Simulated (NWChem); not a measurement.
# SiH3O2F; SMILES [SiH](O)(O)F

```xyz
7

Si     0.0303    -0.0298     0.3556
O      0.4905    -1.4981    -0.2020
O     -1.4947     0.2814    -0.1839
F      0.9846     1.1501    -0.2162
H      0.1830    -0.0399     1.8209
H      0.2495    -1.7201    -1.1067
H     -1.7749     1.1996    -0.2351
```
Atoms are numbered in this order, from 1.

Results from NWChem. Geometry optimised at PBE0/def2-SVP; all other runs use it. 

```json
[
 {"quantity": "anisotropy (bohr³), static", "level": "B3LYP/def2-SVPD", "value": "3.5"},
 {"quantity": "vertical, lowest excitation, singlet (eV)", "level": "B3LYP/def2-SVPD, TDA", "value": "8.17"},
 {"quantity": "vertical ionisation energy, ΔSCF (eV)", "level": "B3LYP/def2-SVP", "value": "[?]"},
 {"quantity": "dipole in solution (D) in water", "level": "PBE0/def2-SVP, SMD", "value": "[?]"},
 {"quantity": "dipole (D)", "level": "PBE0/def2-SVP", "value": "1.60"},
 {"quantity": "highest harmonic frequency (cm⁻¹)", "level": "PBE0/def2-SVP", "value": "[?]"}
]
```

Problem. Complete the blanks.

Solution. 
- vertical ionisation energy, ΔSCF (eV), value: 11.88
- dipole in solution (D) in water, value: 1.95
- highest harmonic frequency (cm⁻¹), value: 3943
